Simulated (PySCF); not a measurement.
SMILES OB(Br)Br (HBBr2O), singlet (CAM-B3LYP/def2-SVP optimised geometry):

```
5

B     -0.481     0.146     0.000
Br     1.448     0.146     0.000
Br    -1.448     1.792     0.000
O     -1.167    -0.997     0.002
H     -0.620    -1.792     0.002
```

Computed with CAM-B3LYP/def2-TZVP in PySCF.

### Question
What are the frontier orbital energies and the dipole moment?

### Answer
HOMO-2 -10.54 eV, HOMO-1 -10.04 eV, HOMO -9.65 eV, LUMO 0.46 eV, LUMO+1 1.16 eV; dipole moment 1.83 D.

Meta-Löwdin charges at CAM-B3LYP/def2-TZVP: B1 0.26, Br2 -0.10, Br3 -0.06, O4 -0.47, H5 0.37.
